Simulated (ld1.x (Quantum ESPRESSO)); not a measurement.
## Which change was made? (Co, TM)

Co, norm-conserving Troullier–Martins (Kleinman–Bylander form), made with ld1.x (Quantum ESPRESSO) 7.5 (LDA (PZ), scalar-relativistic). Core [Ne] 3s2, reference 3p6 3d6 4s0 4p0 (charge +3). Waves: 4s (bound, empty): rc 1.95 bohr; 3d (bound): rc 0.90 bohr; 3p (bound): rc 0.85 bohr. Local part: the p channel. Core correction: none.

Cutoffs, loose and tight: the cutoffs (Ry, on a coarse ladder) from which the occupation-weighted sum of valence levels, in a spherical-Bessel basis at the reference potential, stays within 10 and 1 mRy of its value at 400 Ry. They do not see the model core or the augmentation charge, which bear on the density cutoff. Test errors are all-electron minus pseudo excitation energies from the reference, over the configurations 3p6 3d7 4s2 4p0; 3p6 3d7 4s1 4p0; 3p6 3d7 4s0 4p0; 3p6 3d6 4s2 4p1; 3p6 3d7 4s1.5 4p0; 3p6 3d8 4s0 4p0; 3p6 3d7 4s0 4p1 (two spin-polarised tests are not counted in the largest error); variants that change the core or the reference have their own tests.

The base gives: outcome: generated; cutoff, loose: 230 Ry; cutoff, tight: over 300 Ry; bound ghosts: s; largest test error (meV): +127.

**Question.** After one change the result is: outcome: generated; cutoff, loose: 160 Ry; cutoff, tight: 260 Ry; bound ghosts: s; largest test error (meV): +34. Which change was it?
A. all radii scaled by about 0.84 (s 1.64, p 0.72, d 0.76 bohr)
B. all radii scaled by about 0.74 (s 1.44, p 0.64, d 0.66 bohr)
C. all radii scaled by about 1.38 (s 2.68, p 1.18, d 1.24 bohr)
D. all radii scaled by about 1.22 (s 2.38, p 1.04, d 1.10 bohr)

**Answer.** C. The others give: all radii scaled by about 0.84 (s 1.64, p 0.72, d 0.76 bohr) → outcome: failed: run_pseudo: Errors in PS-KS equation | all radii scaled by about 1.22 (s 2.38, p 1.04, d 1.10 bohr) → outcome: generated; cutoff, loose: 180 Ry; cutoff, tight: 300 Ry; bound ghosts: s; largest test error (meV): +92 | all radii scaled by about 0.74 (s 1.44, p 0.64, d 0.66 bohr) → outcome: generated; cutoff, loose: over 300 Ry; cutoff, tight: over 300 Ry; bound ghosts: s; largest test error (meV): -35.
